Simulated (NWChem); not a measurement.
System: MgNH3S; SMILES [SH][Mg][NH2]

NWChem input:

```
start job
memory heap 200 mb stack 900 mb global 1100 mb
geometry units angstroms noautosym nocenter noautoz
  Mg     0.150849    -0.374197    -0.183014
  N      0.441618    -2.216127     0.162852
  H     -0.102967    -3.000086    -0.209220
  H      1.170903    -2.615528     0.761386
  S     -0.194388     1.884243    -0.603818
  H     -1.044541     2.001650     0.457062
end
basis spherical
  Mg library 6-31g*
  N library 6-31g*
  H library 6-31g*
  S library 6-31g*
end
dft
  xc pbe0
  iterations 150
end
property
  efieldgrad
end
task dft property
```

Geometry: optimised at PBE-D3(BJ)/def2-SVP.

Vzz is the largest principal value of the second derivative of the potential at the nucleus (NWChem prints the opposite sign); η is the asymmetry. Non-relativistic.

Atoms are numbered as in the input.

### Question
What results follow from this input? (PBE0/6-31G* (spherical d).) Quantities: Vzz Mg1 (a.u.); η Mg1; Vzz N2 (a.u.); η N2; Vzz S5 (a.u.); η S5.

### Answer
```
Property        Result
--------------  ------
Vzz Mg1 (a.u.)  -0.719
η Mg1             0.15
Vzz N2 (a.u.)   -0.780
η N2              0.59
Vzz S5 (a.u.)    1.741
η S5              0.75
```
